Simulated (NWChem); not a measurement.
System meant: C₂H₅NSi; SMILES N#CC[SiH3]

Input file for NWChem:

```
start job
memory heap 200 mb stack 900 mb global 1100 mb
geometry units angstroms noautosym nocenter noautoz
  N      0.520615    -2.361604     0.000000
  C     -0.125134    -1.382926     0.000000
  C     -0.876246    -0.138991     0.000000
  Si     0.265331     1.407007     0.000000
  H     -1.535345    -0.095213    -0.893089
  H     -1.535345    -0.095213     0.893089
  H      1.122420     1.390896     1.230647
  H     -0.614347     2.625159     0.000000
  H      1.122420     1.390896    -1.230647
end
basis spherical
  * library def2-svp
end
dft
  xc xtpss03 ctpss03
  iterations 150
end
property
  shielding 7 1 2 3 4 5 7 8
end
task dft property
```

End of the output:

```
 Vector   22  Occ=0.000000D+00  E=-1.962366D-03
              MO Center= -9.9D-02,  6.3D-01, -1.0D-09, r^2= 5.4D+00
   Bfn.  Coefficient  Atom+Function         Bfn.  Coefficient  Atom+Function
  ----- ------------  ---------------      ----- ------------  ---------------
    31      1.507156  3 C  s                 54      0.970913  4 Si py
    77     -0.668959  8 H  s                 62     -0.613627  5 H  s
    67     -0.613627  6 H  s                 17     -0.379071  2 C  s
    45      0.294563  4 Si s                 53      0.228580  4 Si px
     3      0.209330  1 N  s                 21     -0.202522  2 C  px

 center of mass
 --------------
 x =   0.03313656 y =  -0.17858768 z =   0.00000000

 moments of inertia (a.u.)
 ------------------
         612.628437523423           4.643560635366           0.000000000000
           4.643560635366          98.119713591674           0.000000000000
           0.000000000000           0.000000000000         677.463086536154

     Multipole analysis of the density
     ---------------------------------

     L   x y z        total         alpha         beta         nuclear
     -   - - -        -----         -----         ----         -------
     0   0 0 0     -0.000000    -19.000000    -19.000000     38.000000

     1   1 0 0     -0.773695     -0.302246     -0.302246     -0.169202
     1   0 1 0      1.251585      1.332651      1.332651     -1.413717
     1   0 0 1      0.000000      0.000000      0.000000      0.000000

     2   2 0 0    -23.495392    -38.879437    -38.879437     54.263482
     2   1 1 0      2.203360      0.760449      0.760449      0.682463
     2   1 0 1      0.000000      0.000000      0.000000      0.000000
     2   0 2 0    -30.822072   -174.546888   -174.546888    318.271703
     2   0 1 1      0.000000      0.000000      0.000000      0.000000
     2   0 0 2    -23.659327    -20.086321    -20.086321     16.513316

          -----------------------------------------
          Chemical Shielding Tensors (GIAO, in ppm)
          -----------------------------------------

 ------------------------------------------------------------------------
  xtpss03: d2 not coded                    0
 ------------------------------------------------------------------------
 ------------------------------------------------------------------------
  current input line :
    24: task dft property
 ------------------------------------------------------------------------
 ------------------------------------------------------------------------
 This error has not yet been assigned to a category
 ------------------------------------------------------------------------
 For more information see the NWChem manual at https://nwchemgit.github.io

0: xtpss03: d2 not coded:Received an Error in Communication
```

Question: Can this run be used? If not, why, and what is the fix?

Answer: The program stopped with an error. Cause: this functional's second derivatives, which shieldings need, aren't coded here; the fix takes a hybrid GGA instead. This input runs:
```
start job
memory heap 200 mb stack 900 mb global 1100 mb
geometry units angstroms noautosym nocenter noautoz
  N      0.520615    -2.361604     0.000000
  C     -0.125134    -1.382926     0.000000
  C     -0.876246    -0.138991     0.000000
  Si     0.265331     1.407007     0.000000
  H     -1.535345    -0.095213    -0.893089
  H     -1.535345    -0.095213     0.893089
  H      1.122420     1.390896     1.230647
  H     -0.614347     2.625159     0.000000
  H      1.122420     1.390896    -1.230647
end
basis spherical
  * library def2-svp
end
dft
  xc pbe0
  iterations 150
end
property
  shielding 7 1 2 3 4 5 7 8
end
task dft property
```
It converges to -422.96571 Ha (PBE0/def2-SVP, GIAO).
